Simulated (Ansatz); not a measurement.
# Molecular dynamics of FGeH3O2

Input:

```yaml
crystal:
  periodic: [false, false, false]
  atoms:
    - { symbol: Ge, position_ang: [-0.019796, 0.006932, -0.058036] }
    - { symbol: F, position_ang: [-0.017076, -0.06807, 1.701004] }
    - { symbol: O, position_ang: [1.637821, -0.006668, -0.684526] }
    - { symbol: H, position_ang: [2.015991, -0.905627, -0.630117] }
    - { symbol: H, position_ang: [-0.680349, 1.320544, -0.507082] }
    - { symbol: O, position_ang: [-0.830346, -1.500378, -0.560348] }
    - { symbol: H, position_ang: [-1.303644, -1.888333, 0.201005] }
basis:
  gaussian: { orbitals: def2-SVP }
hamiltonian:
  xc: pbe
  dispersion: d4
md:
  timestep: 0.5
  n_steps: 300
  ensemble: nvt_nose_hoover
  temperature: 1500.0
  initial_velocities: maxwell_boltzmann
  seed: 892200
  nose_hoover: { tau: 20.0, chain_length: 3 }
  temperature_schedule:
    - { n_steps: 75, end_temperature: 1500.0 }
    - { n_steps: 225, end_temperature: 4500.0 }
```

Launched with:

```bash
$ ansatz run input.yaml --threads 1 --pin off --max-ram 2048MiB --backend cpu --events-out ev --progress --plain --runs-dir out
```

It starts from a relaxed structure.

Output, in part (step lines, the closing report, with atoms numbered from 0):

```
md step     0: t =     0.00 fs  T =  1500.0 K (target 1500.0 K)  F+E_penalty+E_count = -63352.40167773 eV  E_kin = 0.969450 eV  conserved = -63351.43222773 eV  (26 SCF iters)
[... lines left out ...]
Total energy: -63350.32692313 eV, -2328.0815740310 hartree
Atom 0 at     0.053271    -0.081016     0.004666 Å, force    -0.055366     0.587527    -0.605487 eV/Å
Atom 1 at    -0.437925     0.541618     1.756723 Å, force     1.042090    -1.630989    -2.010908 eV/Å
Atom 2 at     1.797602    -0.425622    -0.734312 Å, force    -1.799457     0.900298     1.375926 eV/Å
Atom 3 at     2.179093     0.483858    -0.835699 Å, force    -0.087685    -0.461817     0.109761 eV/Å
Atom 4 at    -0.533169     1.227543    -0.622231 Å, force     0.302879    -0.089810    -0.117638 eV/Å
Atom 5 at    -0.816865    -1.486713    -0.823611 Å, force    -3.187963    -1.180810     4.390237 eV/Å
Atom 6 at    -1.696702    -1.906233    -0.077656 Å, force     3.785501     1.875601    -3.141891 eV/Å
Dipole moment:    -0.108277     0.098760    -0.016516 e Å
```

The steps, from the saved trajectory:

| time (fs) | T (K) | potential energy less start (eV) | conserved less start (meV/atom) |
| --- | --- | --- | --- |
| 0.0 | 1500 | 0.000 | 0.00 |
| 5.0 | 1339 | 0.114 | 0.30 |
| 10.0 | 1170 | 0.253 | 0.34 |
| 15.0 | 1225 | 0.266 | 0.07 |
| 20.0 | 1172 | 0.413 | 0.66 |
| 25.0 | 1454 | 0.379 | 0.02 |
| 30.0 | 1007 | 0.890 | 1.11 |
| 35.0 | 1449 | 0.795 | 0.46 |
| 40.0 | 1167 | 1.189 | 1.42 |
| 45.0 | 2124 | 0.696 | 0.30 |
| 50.0 | 1568 | 1.153 | 1.46 |
| 55.0 | 2356 | 0.692 | 0.17 |
| 60.0 | 1565 | 1.259 | 1.49 |
| 65.0 | 2669 | 0.591 | 0.06 |
| 70.0 | 2367 | 0.864 | 1.47 |
| 75.0 | 3201 | 0.366 | 0.25 |
| 80.0 | 2365 | 0.950 | 1.33 |
| 85.0 | 2690 | 0.781 | 0.70 |
| 90.0 | 2714 | 0.872 | 1.01 |
| 95.0 | 3077 | 0.774 | 1.04 |
| 100.0 | 3645 | 0.681 | 0.78 |
| 105.0 | 3031 | 1.360 | 1.61 |
| 110.0 | 3905 | 1.246 | 0.38 |
| 115.0 | 2818 | 2.402 | 2.24 |
| 120.0 | 5851 | 1.150 | 3.61 |
| 125.0 | 4401 | 2.624 | 2.45 |
| 130.0 | 5663 | 2.070 | 1.96 |
| 135.0 | 5788 | 2.107 | 1.65 |
| 140.0 | 3483 | 3.565 | 2.48 |
| 145.0 | 6290 | 1.724 | 1.42 |
| 150.0 | 5472 | 2.075 | 2.08 |

All steps were run. The conserved energy stayed within 3.6 meV per atom of its start (net change 2.1 meV per atom), so the integration is sound. The schedule's set-point averaged 3500 K over the second half and the system 3962 K. A run of 0.15 ps of so small a system gives no equilibrium averages. The orbitals stay closed-shell, which can raise the energy where a bond breaks towards radicals; this wasn't checked here.

Parted: O6–H7 0.98 → 1.23 Å. It ends as FGeH2O2 + H by the count below, though a long contact still joins these pieces: O6–H7, 1.23 Å. Pairs count as bonded within 1.25 times the sum of covalent radii (0.12 Å more for H–H).

Last frame:

```xyz
7
Properties=species:S:1:pos:R:3
Ge 0.053 -0.081 0.005
F -0.438 0.542 1.757
O 1.798 -0.426 -0.734
H 2.179 0.484 -0.836
H -0.533 1.228 -0.622
O -0.817 -1.487 -0.824
H -1.697 -1.906 -0.078
```

Run time: 4 min on 1 thread of AMD EPYC 9B45 (Zen 5), on a shared host, peak memory 0.14 GiB.
